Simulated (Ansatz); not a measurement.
Geometry optimisation, Ansatz, RKS PBE-D4/6-31G*.

Input file:

```yaml
crystal:
  periodic: [false, false, false]
  atoms:
    - { symbol: B, position_ang: [0.038389, -0.37229, 0.218921] }
    - { symbol: "N", position_ang: [-0.084823, -0.672484, 1.65912] }
    - { symbol: H, position_ang: [-0.883156, -1.171871, 2.043073] }
    - { symbol: H, position_ang: [0.721015, -0.596953, 2.27524] }
    - { symbol: H, position_ang: [1.075093, -0.004389, -0.2494] }
    - { symbol: Cl, position_ang: [-1.363329, -0.7103, -0.827407] }
    - { symbol: "N", position_ang: [-0.623185, 2.219963, 0.866141] }
    - { symbol: H, position_ang: [-1.417695, 2.715464, 0.4549] }
    - { symbol: Si, position_ang: [0.627063, 3.172075, 1.628672] }
    - { symbol: H, position_ang: [1.695551, 2.227505, 2.095899] }
    - { symbol: H, position_ang: [1.177136, 4.119318, 0.60691] }
    - { symbol: H, position_ang: [0.216164, 3.982013, 2.833995] }
    - { symbol: H, position_ang: [-0.949223, 1.404849, 1.423035] }
basis:
  gaussian: { orbitals: "6-31G*" }
hamiltonian:
  xc: pbe
  dispersion: d4
relax:
  f_tol: 0.03
  max_steps: 50
output:
  orbitals: {}
```

Command:

```bash
$ ansatz run input.yaml --threads 2 --pin off --max-ram 3072MiB --backend cpu --events-out ev --progress --plain --runs-dir out
```

Where does it end, and by what steps?

The run converged. The force dipped under the threshold on the way, but the program's further checks kept it going. After 47 steps the energy has fallen by 0.656 eV; H11 moved furthest, 2.11 Å. Joined: B1–N7, N2–Si9.

```
step  energy less start (eV)  largest force component (eV/Å)  accepted
   0                  0.0000                           2.191       yes
   2                 -0.0990                           0.452       yes
   4                 -0.1084                           0.149        no
   6                 -0.1168                           0.050       yes
   8                 -0.1198                           0.110       yes
  10                 -0.1215                           0.080       yes
  12                 -0.1249                           0.099       yes
  14                 -0.1258                           0.077       yes
  16                 -0.1266                           0.329        no
  18                 -0.1327                           0.062       yes
  20                 -0.1379                           0.162       yes
  22                 -0.1403                           0.260        no
  24                 -0.1446                           0.020       yes
  26                 -0.1472                           0.137        no
  28                 -0.1498                           0.266       yes
  30                 -0.1527                           0.090       yes
  32                 -0.1566                           0.091       yes
  34                 -0.1635                           0.228       yes
  36                 -0.2214                           0.779       yes
  38                 -0.3743                           2.502       yes
  40                 -0.6139                           0.466       yes
  42                 -0.6488                           0.121       yes
  44                 -0.6523                           0.151       yes
  46                 -0.6551                           0.054       yes
  47                 -0.6557                           0.025       yes
```

```xyz
13
Properties=species:S:1:pos:R:3
B -0.307 0.414 0.259
N 0.598 0.157 1.490
H 0.155 -0.434 2.205
H 1.507 -0.261 1.269
H 0.313 0.467 -0.781
Cl -1.789 -0.718 0.173
N -0.792 1.895 0.666
H -0.843 2.578 -0.101
Si 0.570 2.292 1.948
H 0.348 1.920 3.385
H 1.970 2.339 1.418
H 0.225 3.780 1.993
H -1.725 1.884 1.106
```

The run took 4.4 min on 2 threads of Intel(R) Xeon(R) Processor @ 2.50GHz (Skylake/Cascade Lake) (shared host), peak memory 0.17 GiB.
